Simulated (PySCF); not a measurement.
**Functional benchmark on one molecule**

Molecule: SMILES C1C(C(C)C)CCC1, C8H16.

Geometry (Å), atoms numbered from 1 in this order:
```xyz
24

C    -2.153    0.415    1.306
C    -1.410   -0.235    0.144
C    -2.241   -0.157   -1.132
C    -0.017    0.375   -0.039
C     0.789   -0.177   -1.222
C     2.228    0.187   -0.879
C     2.318   -0.137    0.613
C     0.923    0.196    1.180
H    -2.333    1.484    1.103
H    -3.133   -0.060    1.469
H    -1.588    0.346    2.248
H    -1.261   -1.305    0.389
H    -2.357    0.890   -1.460
H    -3.251   -0.566   -0.972
H    -1.783   -0.717   -1.960
H    -0.155    1.459   -0.212
H     0.680   -1.276   -1.265
H     0.457    0.221   -2.193
H     2.384    1.267   -1.045
H     2.976   -0.345   -1.486
H     2.529   -1.211    0.739
H     3.129    0.404    1.123
H     0.942    1.104    1.800
H     0.562   -0.615    1.834
```

Geometry PBE0-D3(BJ)/def2-SVP throughout; GIAO in PySCF 2.14.0 with density-fitted response routines, gas phase, one conformer, non-relativistic; equivalent atoms averaged; basis pcSseg-1.

Reference values (measured; solution, not stated per compound (mostly CDCl3 or CCl4); Pretsch, Buehlmann, Badertscher, Structure Determination of Organic Compounds, 4th ed. (2009)): δ(C4) = 47.4 ppm, δ(C5/C8) = 30.0 ppm, δ(C6/C7) = 24.7 ppm. Computed shifts are taken against TMS, calculated as an isolated molecule at each level.

**Question.** How do the functionals HF, PBE, OPBE, KT2, KT3, B97-D, PBE0, WP04, B97-2, CAM-B3LYP perform against the reference? Times are CPU seconds on shared hosts with different chips, so compare them loosely.

**Answer.** 
```csv
functional,kind,C4,C5/C8,C6/C7,mean abs. error C,core-s
HF,Hartree–Fock,41.7,29.7,25.5,2.3,18
PBE,GGA,52.6,35.7,30.7,5.6,53
OPBE,GGA,47.9,33.7,29.6,3.0,62
KT2,GGA,51.6,34.7,30.2,4.8,64
KT3,GGA,49.8,34.5,30.4,4.2,60
B97-D,GGA,51.4,35.5,30.9,5.2,62
PBE0,global hybrid,49.4,33.9,29.1,3.4,32
WP04,global hybrid,50.6,35.6,31.3,5.1,54
B97-2,global hybrid,48.8,33.9,29.3,3.3,44
CAM-B3LYP,range-separated hybrid,50.0,34.1,28.9,3.6,42
```

For ¹³C the closest is HF (2.3 ppm) and the furthest PBE (5.6 ppm). One molecule is a small sample, and vibrational and solvent effects are absent from the calculation.
